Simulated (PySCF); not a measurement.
C8H10N2.
Atom-mapped SMILES: `[N:1]#[C:2][C@H:3]1[CH2:4][CH2:5][C@H:6]([C:7]#[N:8])[CH2:9][CH2:10]1` (hydrogens: H11 on C3; H12, H13 on C4; H14, H15 on C5; H16 on C6; H17, H18 on C9; H19, H20 on C10)

Structure used (PBE0-D3(BJ)/def2-SVP), in Å, numbered top down from 1:
```xyz
20
C8H10N2 angstrom
N      3.1902    1.1138    0.3104
C      2.3530    0.5154   -0.2202
C      1.2621   -0.2281   -0.8551
C      0.7217   -1.3075    0.0980
C      0.0104   -0.6948    1.2968
C     -1.1132    0.2615    0.8628
C     -2.2038   -0.4822    0.2276
N     -3.0407   -1.0808   -0.3032
C     -0.5727    1.3409   -0.0902
C      0.1386    0.7283   -1.2890
H      1.6877   -0.7146   -1.7481
H      1.5404   -1.9613    0.4332
H      0.0196   -1.9384   -0.4716
H      0.7277   -0.1175    1.9034
H     -0.3942   -1.4855    1.9458
H     -1.5390    0.7479    1.7558
H      0.1295    1.9717    0.4796
H     -1.3914    1.9949   -0.4253
H     -0.5787    0.1512   -1.8958
H      0.5433    1.5191   -1.9378
```

All values: PBE0/pcSseg-1 (PySCF, non-relativistic), on one gas-phase PBE0-D3(BJ)/def2-SVP geometry that isn't relaxed in the solvent. The solvent is an IEF-PCM continuum (cavity from Bondi-type radii × 1.2). Specific hydrogen bonds and non-electrostatic terms are outside this model.

```tsv
run	E − E(gas) (kJ/mol)	HOMO (eV)	HOMO–LUMO gap (eV)	dipole (D)
gas	0.00	-9.24	9.57	0.00
P	-38.33	-8.98	9.50	0.00
Q	-46.66	-8.93	9.46	0.00
```

Task: The runs were made in tetrahydrofuran and water. Which run belongs to which solvent?

Result: P = tetrahydrofuran, Q = water. The dielectric constants are 7.426 (tetrahydrofuran), 78.36 (water), and the energy falls further as ε rises. In this model the ground state sees the solvent through ε alone.

Task: How constant is the ratio of the lowering to (ε − 1)/(2ε + 1)?

Result: 
| solvent | (ε − 1)/(2ε + 1) | E − E(gas) (kJ/mol) | ratio (kJ/mol) | polarisation term (kJ/mol) |
| --- | --- | --- | --- | --- |
| tetrahydrofuran | 0.405 | -38.33 | -94.6 | -45.16 |
| water | 0.490 | -46.66 | -95.1 | -56.85 |

The ratio changes by +0.6 % in size from tetrahydrofuran to water. The polarisation term is half the interaction of the solute with the induced surface charges.
